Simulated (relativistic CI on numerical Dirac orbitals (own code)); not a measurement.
**Electric-dipole lines of Cl⁹⁺**

Computed by Dirac-Coulomb-Breit CI, separate exchange-only KLI orbitals for each configuration, QED by a radiative potential, unscaled Slater integrals (own radial code, finite nucleus).

Configuration list (outside the closed core 1s2): 2s²2p⁴, 2s2p⁵, 2p⁶, 2s²2p³3s, 2p⁵3s, 2s²2p³3p, 2p⁵3p, 2s²2p³3d, 2p⁵3d, 2s2p⁴3s, 2s2p⁴3p, 2s2p⁴3d, 2s²2p³4s, 2s²2p³4p, 2s²2p³4d, 2s²2p³4f. Levels of other configurations are missing.

```
λ vac (Å)               Lower                Upper   A (s⁻¹)        gf  Branching (%)
   33.639      2s²2p⁴ ³P2 [1]  2s²2p³4d ³D°3 [189]  6.13e+11  7.28e-01           90.8
   36.269      2s²2p⁴ ¹D2 [4]   2s2p⁴3p ¹F°3 [133]  4.99e+11  6.88e-01           94.5
   37.454      2s²2p⁴ ³P2 [1]   2s2p⁴3p ³D°3 [101]  3.36e+11  4.94e-01           96.8
   39.303      2s²2p⁴ ³P2 [1]   2s²2p³3d ³D°3 [85]  7.14e+11  1.16e+00           95.1
   39.499      2s²2p⁴ ³P1 [2]   2s²2p³3d ³D°2 [84]  1.08e+12  1.27e+00           72.9
   39.509      2s²2p⁴ ³P0 [3]   2s²2p³3d ³D°1 [86]  1.01e+12  7.08e-01           57.8
   39.813      2s²2p⁴ ³P2 [1]   2s²2p³3d ³S°1 [73]  1.21e+12  8.60e-01           62.8
   39.887      2s²2p⁴ ³P2 [1]   2s²2p³3d ³P°1 [72]  8.57e+11  6.13e-01           49.5
   39.951      2s²2p⁴ ³P2 [1]   2s²2p³3d ³P°2 [70]  1.85e+12  2.21e+00           88.2
   40.077      2s²2p⁴ ³P2 [1]   2s²2p³3d ³D°3 [68]  1.47e+12  2.48e+00           99.5
   40.125      2s²2p⁴ ¹D2 [4]   2s²2p³3d ¹F°3 [88]  2.61e+12  4.42e+00           99.4
   40.182      2s2p⁵ ³P°2 [6]    2s2p⁴3d ³P2 [197]  1.63e+12  1.97e+00           76.2
   40.188      2s²2p⁴ ¹D2 [4]   2s²2p³3d ¹D°2 [87]  1.69e+12  2.04e+00           91.9
   40.242      2s2p⁵ ³P°2 [6]    2s2p⁴3d ³D3 [194]  9.52e+11  1.62e+00           96.9
   40.274      2s²2p⁴ ³P1 [2]   2s²2p³3d ³D°2 [66]  1.02e+12  1.24e+00           93.0
   40.348      2s2p⁵ ³P°2 [6]    2s2p⁴3d ³S1 [183]  1.28e+12  9.37e-01           58.6
   40.390      2s2p⁵ ³P°1 [7]    2s2p⁴3d ³D2 [195]  7.11e+11  8.69e-01           75.3
   40.606      2s²2p⁴ ¹D2 [4]   2s²2p³3d ³F°3 [80]  3.56e+11  6.17e-01           56.3
   40.689      2s²2p⁴ ¹D2 [4]   2s²2p³3d ³F°3 [75]  5.30e+11  9.20e-01           89.3
   40.773      2s²2p⁴ ¹S0 [5]   2s²2p³3d ¹P°1 [92]  2.52e+12  1.89e+00           93.6
   41.084      2s²2p⁴ ¹D2 [4]   2s²2p³3d ¹D°2 [69]  5.64e+11  7.14e-01           84.7
   41.427      2s²2p⁴ ³P2 [1]   2s²2p³3d ³D°3 [54]  6.58e+11  1.18e+00           99.3
   41.633      2s²2p⁴ ³P1 [2]   2s²2p³3d ³D°2 [52]  4.39e+11  5.71e-01           70.4
   42.383      2s2p⁵ ³P°2 [6]    2s2p⁴3d ³D3 [151]  1.51e+12  2.84e+00           99.1
   42.455      2s2p⁵ ³P°2 [6]    2s2p⁴3d ³D2 [149]  8.28e+11  1.12e+00           79.2
   42.466      2s2p⁵ ³P°1 [7]    2s2p⁴3d ³P2 [153]  1.00e+12  1.36e+00           98.1
   136.82   2s²2p³3p ⁵P3 [19]  2s²2p³4d ⁵D°4 [177]  5.86e+10  1.48e+00           97.6
   160.87      2s²2p⁴ ¹D2 [4]       2s2p⁵ ¹P°1 [9]  7.31e+10  8.51e-01           92.7
   165.25  2s²2p³3d ⁵D°4 [47]   2s²2p³4f ⁵F5 [200]  1.64e+11  7.36e+00           99.3
   202.75      2s²2p⁴ ³P2 [1]       2s2p⁵ ³P°2 [6]  1.59e+10  4.89e-01           75.8
```

Terms are leading LS components. Brackets give the number of a level in order of energy, since labels repeat. The list gives strong lines, with weight on those to low levels, without lines whose two gauges differ by over a factor of 2.5, among the lowest 200 of 342 levels, so that lines to higher ones, which can be the strongest, are missing. Levels whose partners in the same complex of configurations lie outside the list can be far off, and so can their lines. Rates are taken at the computed energies, electric ones in the length gauge.

At this charge energies of transitions that change n are usually good to better than 1 %, and those within a shell (Δn = 0) to a few per cent.

LS names give the leading component of a level, which can be under half, so a name can repeat, a term be missing and a line seem to break the LS rules.
